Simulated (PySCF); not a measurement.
C4H10S, SMILES CCCCS (GFN2-xTB optimised geometry):

```
15

C      1.952    -1.239    -0.063
C      0.429    -1.236    -0.077
C     -0.129     0.185     0.000
C     -1.648     0.185     0.000
S     -2.343     1.875     0.000
H      2.343    -0.681    -0.911
H      2.327    -0.782     0.850
H      2.331    -2.257    -0.117
H      0.071    -1.714    -0.992
H      0.054    -1.817     0.769
H      0.230     0.766    -0.852
H      0.235     0.668     0.911
H     -2.050    -0.344     0.865
H     -2.040    -0.274    -0.908
H     -1.784     2.257     1.147
```

Calculation: PBE/def2-TZVP (PySCF).

### Question
What are the frontier orbital energies and the dipole moment?

### Answer
HOMO-2 -7.99 eV, HOMO-1 -7.51 eV, HOMO -5.42 eV, LUMO -0.37 eV, LUMO+1 0.49 eV; dipole moment 1.80 D.

Meta-Löwdin charges at PBE/def2-TZVP: C1 -0.35, C2 -0.20, C3 -0.20, C4 -0.26, S5 -0.11, H6 0.11, H7 0.11, H8 0.12, H9 0.10, H10 0.10, H11 0.11, H12 0.10, H13 0.12, H14 0.13, H15 0.09.
